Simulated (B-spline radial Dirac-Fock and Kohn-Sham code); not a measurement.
# How core holes in As⁴⁺ decay

System: arsenic as As⁴⁺, [Ar] 3d10 4s1, inside a Watson sphere of charge -4 and radius 2.2 Å (a model of the Madelung potential; inside it an electron's potential energy is raised by 26.2 eV).

Input file task.json (cfg lists n, l and occupation; rrms is the nuclear radius in fm):

```json
{"items": [{
  "Z": 33,
  "q": 4,
  "cfg": [[1, 0, 2], [2, 0, 2], [2, 1, 6], [3, 0, 2], [3, 1, 6], [3, 2, 10], [4, 0, 1]],
  "A": 75,
  "rrms": 4.0968,
  "watson": [-4, 2.2],
  "do": ["binding", "quiet", "decay"],
  "holes": ["K", "L1", "L2", "L3", "M1", "M2", "M3", "M4", "M5"]
}]}
```

Run with: `python xray_run.py task.json out`

Model: independent-particle radiative and Coulomb Auger rates from relativistic LDA hole-state orbitals, with Dirac-Fock energies. Program: a radial finite-basis atomic code.

Partial widths are in eV. Coster-Kronig decay leaves a hole in the same principal shell; its rates are the weakest part of the model, often 1.5 to 2.5 times too large and more for N holes. Holes without an open Auger channel, or with an unreliable SCF state, are not listed.

| hole | radiative | Auger | Coster-Kronig | total | fluorescence yield | lifetime (fs) |
| --- | --- | --- | --- | --- | --- | --- |
| K | 1.17 | 0.875 | 0 | 2.04 | 0.571 | 0.322 |
| L1 | 0.0101 | 0.616 | 5.18 | 5.80 | 0.00174 | 0.113 |
| L2 | 0.0152 | 0.886 | 0 | 0.901 | 0.0168 | 0.731 |
| L3 | 0.0149 | 0.928 | 0 | 0.943 | 0.0158 | 0.698 |
| M2 | 0.000221 | 0 | 4.20 | 4.20 | 5.26e-05 | 0.157 |
| M3 | 0.000202 | 0 | 0.241 | 0.241 | ? | ? |

Question: What are the fluorescence yield and the lifetime of the M3 hole?

Answer: The yield is the radiative width over the total, 0.000836, and the lifetime is ħ/Γ = 2.73 fs.

Values without a named source are computed, but for edge energies of neutral atoms, which are taken from tables.
